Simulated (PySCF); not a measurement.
# C₆ coefficients of unlike pairs at BP86

Calculated with PySCF 2.14 from the dipole response of each species, C₆(A,B) = (3/π) ∫ α_A(iu) α_B(iu) du, in atomic units, from isotropic polarisabilities. For ions this is the dispersion term alone; charge-induced terms of lower order in 1/R come first.

```
species       configuration                                                                            basis      relativity  α (bohr³)  C₆ (like pair)
   Hg³⁺  [Xe] 4f14 5d9 (2D)  x2c-TZVPPall with one added diffuse shell each of s, p, d, f type (12s8p8d4f1g)   spin-free X2C      5.783           33.58
    N³⁺       [He] 2s2 (1S)                                                          dyall-acv3z (15s9p4d2f)            none      2.115           2.101
   Sr²⁺           [Kr] (1S)                                                           dyall-av2z (22s16p11d)            none      5.987           29.18
    Mo⁺       [Kr] 4d5 (6S)             def2-TZVPPD with the def2 core potential (28 electrons) (6s4p3d2f1g)  core potential      18.90           108.6
```

Q: Estimate C₆ for Sr²⁺ with Hg³⁺.

A: The integral gives 30.91. The combination rule 2 C_A C_B / (C_A α_B/α_A + C_B α_A/α_B) gives 31.13 and the geometric mean 31.30.

No spin-orbit coupling is included.

The other pairs:

| pair | C₆ |
| --- | --- |
| Mo⁺, N³⁺ | 14.95 |
| N³⁺, Hg³⁺ | 7.866 |
| Mo⁺, Hg³⁺ | 56.07 |
| Mo⁺, Sr²⁺ | 53.95 |
| Sr²⁺, N³⁺ | 7.608 |
